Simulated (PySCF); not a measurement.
Ligand exchange on a metal centre used in film growth or etching (Hf Cl-Br). All species are isolated molecules in the gas phase.

The charge on the central atom (Mulliken) from two functionals at the same geometries (BP86-D3(BJ)/def2-SVP), both in PySCF: PBE-D3(BJ)/def2-TZVP and B3LYP-D3(BJ)/def2-TZVP. B3LYP has the VWN-RPA correlation part, as in Gaussian. 

```csv
species,PBE-D3(BJ)/def2-TZVP (e)
0 of 4 Cl replaced by Br ([Hf(Cl)4]),1.09
3 of 4 Cl replaced by Br ([Hf(Cl)(Br)3]),1.05
4 of 4 Cl replaced by Br ([Hf(Br)4]),1.04
```

Question: What does B3LYP-D3(BJ)/def2-TZVP give for each?

Answer: 
- 0 of 4 Cl replaced by Br ([Hf(Cl)4]): 1.22
- 3 of 4 Cl replaced by Br ([Hf(Cl)(Br)3]): 1.17
- 4 of 4 Cl replaced by Br ([Hf(Br)4]): 1.15
Over these rows, drawn at random from the members with no instability flagged (it was tested for open shells, ions and some series alone), PBE minus B3LYP-D3(BJ): mean -0.12 e, from -0.13 e to -0.11 e.
